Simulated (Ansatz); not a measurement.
Two structures of BH5SO3, closed shell, reached by relaxing down either side of one saddle point (PBE0-D4/def2-TZVP). Energies are electronic, without zero-point energy. Program: Ansatz 0.2.0. Basis: def2-TZVPP and def2-QZVPP. Cores are frozen in the correlated methods. Extrapolation: Hartree–Fock as exp(−7.88 √X), correlation as X^−2.97. First:

```
10
angstrom
B 0.7810 -0.2793 0.2550
S 0.7214 1.5478 0.2237
O 1.2040 -1.0511 1.2909
O 0.3574 -0.8848 -0.8895
H -2.1713 1.1309 -0.8527
O -2.3683 0.3301 -1.3441
H 1.0608 1.7440 1.5066
H 1.5145 -0.5775 2.0633
H 0.4179 -1.8437 -0.8378
H -1.5174 -0.1163 -1.4155
```

Second:

B1  (-0.014, -1.025, -0.328)
S2  (-0.033, 2.412, 1.393)
O3  (0.806, -0.766, 0.724)
O4  (0.012, -2.245, -0.944)
H5  (-0.744, 1.906, 0.369)
O6  (-0.884, -0.070, -0.797)
H7  (0.913, 2.896, 0.573)
H8  (0.697, 0.126, 1.086)
H9  (0.649, -2.838, -0.539)
H10  (-1.401, -0.397, -1.536)
(Å)

**Question.** Which bonds change from the first to the second?

**Answer.** BH₃SO₂ ([OH][B]([OH])[SH]) + H₂O → BH₃O₃ ([OH][B]([OH])[OH]) + H₂S; bonds formed: B1–O6, S2–H5; bonds broken: B1–S2, H5–O6.

**Question.** Give the saddle point's structure and its height above each. (An estimate is asked for; the value comes from the calculation.)

**Answer.** By the calculation: 23.28 kcal/mol above the first and 40.56 kcal/mol above the second (CCSD(T) at an estimated basis limit (MP2 extrapolated from triple and quadruple zeta, plus CCSD(T) − MP2 in triple zeta)).
```tsv
atom	x (Å)	y (Å)	z (Å)
B1	0.1111	-0.4537	-0.0601
S2	0.7818	1.7039	-0.2087
O3	0.4724	-1.0235	1.1364
O4	0.4501	-1.0698	-1.2437
H5	-0.8059	1.1261	-0.3091
O6	-1.3240	0.0894	-0.1666
H7	0.6631	2.0338	1.0877
H8	0.1324	-0.5746	1.9110
H9	1.2471	-1.5973	-1.1639
H10	-1.7282	-0.2341	-0.9832
```

The T1 diagnostic stays at or below 0.013.

Labels in which every atom is bracketed show which atoms are joined, not bond orders.

For scale, one of the runs: CCSD(T)/def2-TZVPP, 236 basis functions, launched by `ansatz run in.yaml --threads 4 --pin off --events-out ev --progress --plain --max-ram 9574MiB`. Time: 96 s of wall clock on 4 CPU threads of an Arm Neoverse V2; the host was shared. Peak host memory: 4.5 GiB.
